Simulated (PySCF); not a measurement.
SMILES C=Cc1ccc(OC(=O)OC)cc1 (C10H10O3), singlet, GFN2-xTB optimised geometry.

```
23

C      4.43    -1.32     0.60
C      3.36    -1.90     0.06
C      2.00    -1.39     0.07
C      1.62    -0.22     0.74
C      0.32     0.23     0.72
C     -0.64    -0.48     0.02
O     -1.99    -0.13    -0.02
C     -2.39     1.14     0.00
O     -1.70     2.12     0.00
O     -3.72     1.14     0.00
C     -4.33     2.42     0.00
C     -0.30    -1.65    -0.65
C      1.01    -2.09    -0.62
H      4.39    -0.38     1.11
H      5.40    -1.78     0.54
H      3.48    -2.85    -0.45
H      2.36     0.34     1.29
H      0.06     1.14     1.24
H     -5.40     2.24    -0.04
H     -4.07     2.97     0.91
H     -4.00     3.00    -0.87
H     -1.06    -2.19    -1.18
H      1.27    -3.00    -1.14
```

Density from B3LYP/def2-SVP (PySCF) at that geometry.

Minimum of the electron density along straight lines between bonded atoms, close to the bond critical point (lines longer than 1.1 times the sum of covalent radii, or with two minima, are not listed):

```json
[
 {"bond": "C1–C2", "length / Å": "1.328", "ρ at the minimum / e bohr⁻³": "0.344", "∇²ρ there / e bohr⁻⁵": "?", "position (fraction from the first atom)": "0.50"},
 {"bond": "C2–C3", "length / Å": "1.458", "ρ at the minimum / e bohr⁻³": "0.277", "∇²ρ there / e bohr⁻⁵": "-0.68", "position (fraction from the first atom)": "0.50"},
 {"bond": "C3–C4", "length / Å": "1.395", "ρ at the minimum / e bohr⁻³": "0.309", "∇²ρ there / e bohr⁻⁵": "-0.79", "position (fraction from the first atom)": "0.50"},
 {"bond": "C4–C5", "length / Å": "1.382", "ρ at the minimum / e bohr⁻³": "0.314", "∇²ρ there / e bohr⁻⁵": "-0.81", "position (fraction from the first atom)": "0.50"},
 {"bond": "C5–C6", "length / Å": "1.387", "ρ at the minimum / e bohr⁻³": "0.314", "∇²ρ there / e bohr⁻⁵": "-0.82", "position (fraction from the first atom)": "0.48"},
 {"bond": "C6–O7", "length / Å": "1.391", "ρ at the minimum / e bohr⁻³": "0.258", "∇²ρ there / e bohr⁻⁵": "-0.23", "position (fraction from the first atom)": "0.34"},
 {"bond": "O7–C8", "length / Å": "1.334", "ρ at the minimum / e bohr⁻³": "0.311", "∇²ρ there / e bohr⁻⁵": "?", "position (fraction from the first atom)": "0.66"},
 {"bond": "C8–O9", "length / Å": "1.197", "ρ at the minimum / e bohr⁻³": "0.429", "∇²ρ there / e bohr⁻⁵": "0.29", "position (fraction from the first atom)": "0.33"},
 {"bond": "C8–O10", "length / Å": "1.336", "ρ at the minimum / e bohr⁻³": "0.317", "∇²ρ there / e bohr⁻⁵": "?", "position (fraction from the first atom)": "0.34"},
 {"bond": "O10–C11", "length / Å": "1.421", "ρ at the minimum / e bohr⁻³": "0.244", "∇²ρ there / e bohr⁻⁵": "-0.29", "position (fraction from the first atom)": "0.66"},
 {"bond": "C6–C12", "length / Å": "1.390", "ρ at the minimum / e bohr⁻³": "0.315", "∇²ρ there / e bohr⁻⁵": "-0.82", "position (fraction from the first atom)": "0.52"},
 {"bond": "C3–C13", "length / Å": "1.397", "ρ at the minimum / e bohr⁻³": "0.308", "∇²ρ there / e bohr⁻⁵": "-0.78", "position (fraction from the first atom)": "0.50"},
 {"bond": "C12–C13", "length / Å": "1.379", "ρ at the minimum / e bohr⁻³": "0.316", "∇²ρ there / e bohr⁻⁵": "-0.82", "position (fraction from the first atom)": "0.50"},
 {"bond": "C1–H14", "length / Å": "1.076", "ρ at the minimum / e bohr⁻³": "0.284", "∇²ρ there / e bohr⁻⁵": "-1.09", "position (fraction from the first atom)": "0.63"},
 {"bond": "C1–H15", "length / Å": "1.076", "ρ at the minimum / e bohr⁻³": "0.284", "∇²ρ there / e bohr⁻⁵": "-1.09", "position (fraction from the first atom)": "0.63"},
 {"bond": "C2–H16", "length / Å": "1.083", "ρ at the minimum / e bohr⁻³": "0.283", "∇²ρ there / e bohr⁻⁵": "-1.07", "position (fraction from the first atom)": "0.63"},
 {"bond": "C4–H17", "length / Å": "1.078", "ρ at the minimum / e bohr⁻³": "0.286", "∇²ρ there / e bohr⁻⁵": "-1.09", "position (fraction from the first atom)": "0.63"},
 {"bond": "C5–H18", "length / Å": "1.078", "ρ at the minimum / e bohr⁻³": "0.288", "∇²ρ there / e bohr⁻⁵": "-1.13", "position (fraction from the first atom)": "0.64"},
 {"bond": "C11–H19", "length / Å": "1.087", "ρ at the minimum / e bohr⁻³": "0.287", "∇²ρ there / e bohr⁻⁵": "-1.13", "position (fraction from the first atom)": "0.64"},
 {"bond": "C11–H20", "length / Å": "1.092", "ρ at the minimum / e bohr⁻³": "0.284", "∇²ρ there / e bohr⁻⁵": "-1.10", "position (fraction from the first atom)": "0.64"},
 {"bond": "C11–H21", "length / Å": "1.092", "ρ at the minimum / e bohr⁻³": "0.284", "∇²ρ there / e bohr⁻⁵": "-1.10", "position (fraction from the first atom)": "0.64"},
 {"bond": "C12–H22", "length / Å": "1.079", "ρ at the minimum / e bohr⁻³": "0.285", "∇²ρ there / e bohr⁻⁵": "-1.09", "position (fraction from the first atom)": "0.63"},
 {"bond": "C13–H23", "length / Å": "1.080", "ρ at the minimum / e bohr⁻³": "0.284", "∇²ρ there / e bohr⁻⁵": "-1.08", "position (fraction from the first atom)": "0.63"}
]
```

Some entries are withheld; supply them.


- C1–C2, ∇²ρ there / e bohr⁻⁵: -0.93
- O7–C8, ∇²ρ there / e bohr⁻⁵: -0.46
- C8–O10, ∇²ρ there / e bohr⁻⁵: -0.58
